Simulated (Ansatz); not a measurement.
`CC(C)(C)N([SiH3])[SiH3]` and `CCC(C)(C)C` differ in one atom or group.

Ansatz, PBE0-D4/def2-TZVP geometries, multiplicity 1. 

```tsv
property	`CC(C)(C)N([SiH3])[SiH3]`
HOMO–LUMO gap (B3LYP/def2-TZVPP) / eV	6.87
HOMO energy (PBE/def2-TZVPP) / eV	-5.68
size of the dipole moment (ωB97M-V/def2-TZVPP) / D	1.57
LUMO energy (PBE0/def2-TZVPP) / eV	0.31
HOMO–LUMO gap (PBE/def2-TZVPP) / eV	5.14
HOMO–LUMO gap (ωB97M-V/def2-TZVPP) / eV	11.16
```

Q: Give the same properties after the change, and the shifts. (Estimate.)

A: Computed: 
| property | `CCC(C)(C)C` | shift |
| --- | --- | --- |
| HOMO–LUMO gap (B3LYP/def2-TZVPP) / eV | 9.19 | 2.32 |
| HOMO energy (PBE/def2-TZVPP) / eV | -7.33 | -1.65 |
| size of the dipole moment (ωB97M-V/def2-TZVPP) / D | 0.06 | -1.51 |
| LUMO energy (PBE0/def2-TZVPP) / eV | 1.04 | 0.73 |
| HOMO–LUMO gap (PBE/def2-TZVPP) / eV | 7.58 | 2.44 |
| HOMO–LUMO gap (ωB97M-V/def2-TZVPP) / eV | 13.40 | 2.24 |

With PBE0 the HOMO falls by 1.70 eV and the LUMO rises by 0.73 eV, so the gap widens by about 2.43 eV. PBE moves the HOMO by -1.65 eV and ωB97M-V by -1.72 eV. Dipoles are sizes alone; their direction can turn.

B3LYP here is the variant with VWN-RPA as its local correlation; programs differ in this.
